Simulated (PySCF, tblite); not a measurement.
Isomers of C3HF6P, one GFN2-xTB conformer each. Single-point energies are computed at PBE0/pcSseg-1 (PySCF, gas phase, no added dispersion term), electronic only.

| SMILES | GFN2-xTB relative energy (kcal/mol) |
| --- | --- |
| F/C=P/C(F)(F)C(F)(F)F | 19.5 |
| FC(F)(F)C(=P)C(F)(F)F | 0.0 |

Conformers: `[F:1]/[CH:2]=[P:3]/[C:4]([F:5])([F:6])[C:7]([F:8])([F:9])[F:10]` with C2–P3–C4–F5 -59°.

Question: What does PBE0/pcSseg-1 give for the same structures?

Answer: 
| SMILES | PBE0/pcSseg-1 E (Eh) | PBE0/pcSseg-1 (kcal/mol) | GFN2-xTB (kcal/mol) | point group |
| --- | --- | --- | --- | --- |
| FC(F)(F)C(=P)C(F)(F)F | -1054.41791 | 0.0 | 0.0 | C1 |
| F/C=P/C(F)(F)C(F)(F)F | -1054.38771 | 18.9 | 19.5 | Cs |

Both levels put the same isomer lowest. 

Question: Which frontier levels, dipoles and rotational constants go with these structures?

Answer: 
```json
{"SMILES": "FC(F)(F)C(=P)C(F)(F)F", "HOMO (eV, PBE0/pcSseg-1)": "-9.21", "LUMO (eV)": "-3.48", "dipole (D)": "2.68", "A, B, C (MHz)": "1465, 1049, 775.8"}
{"SMILES": "F/C=P/C(F)(F)C(F)(F)F", "HOMO (eV, PBE0/pcSseg-1)": "-8.14", "LUMO (eV)": "-2.44", "dipole (D)": "1.02", "A, B, C (MHz)": "2240, 693.7, 650.3"}
```

Question: What happens when harmonic zero-point energies from GFN2-xTB frequencies are added?

Answer: 
```json
{"SMILES": "FC(F)(F)C(=P)C(F)(F)F", "ZPE (kcal/mol)": "26.1", "electronic (kcal/mol)": "0.0", "with ZPE (kcal/mol)": "0.0"}
{"SMILES": "F/C=P/C(F)(F)C(F)(F)F", "ZPE (kcal/mol)": "26.6", "electronic (kcal/mol)": "18.9", "with ZPE (kcal/mol)": "19.4"}
```

The zero-point energies span 0.5 kcal/mol. The order is unchanged.
